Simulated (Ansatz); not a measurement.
**Which method gave which barrier?**

Saddle point of BNH$_{3}$ClO, closed shell (BNH₃ClO ([NH2][B]([OH])[Cl]) → BClO + NH₃ (still joined by a long B–N bond); bonds formed: N2–H4; bonds broken: O3–H4; bonds weakened to dative contacts: B1–N2), PBE0-D4/def2-TZVP structure:

B1  (-0.399, 0.554, 0.374)
N2  (0.457, -0.544, -0.329)
O3  (-1.501, 0.519, -0.304)
H4  (-0.678, -0.399, -0.831)
Cl5  (0.173, 1.497, 1.739)
H6  (0.671, -1.383, 0.196)
H7  (1.276, -0.244, -0.845)
(Å)

Ansatz 0.2.0; basis: def2-TZVPP, with def2-QZVPP for the basis limit; cores frozen in the correlated methods. Extrapolation: Hartree–Fock as exp(−7.88 √X), correlation as X^−2.97. Four methods, as single points on the PBE0-D4 structures, gave these electronic barriers from the start structure: 184.2, 191.7, 202.0, 261.8 kJ/mol.

Task: The methods were, in alphabetical order, BLYP-D4, CCSD(T), HF, r2SCAN-D4. Which gave which? (A judgement: the text doesn't fix the answer.)

Result: The calculation gives: BLYP-D4 184.2; r2SCAN-D4 191.7; CCSD(T) 202.0; HF 261.8 kJ/mol. For comparison, CCSD(T) at an estimated basis limit (MP2 extrapolated from triple and quadruple zeta, plus CCSD(T) − MP2 in triple zeta) gives 204.6 kJ/mol.

The T1 diagnostic stays at or below 0.014.

Labels in which every atom is bracketed show which atoms are joined, not bond orders.

For scale, one of the runs: CCSD(T)/def2-TZVPP, 177 basis functions, launched by `ansatz run in.yaml --threads 2 --pin off --events-out ev --progress --plain --max-ram 4352MiB`. Hardware: 2 CPU threads, shared host. Wall time 42 s; peak host memory 1.7 GiB.
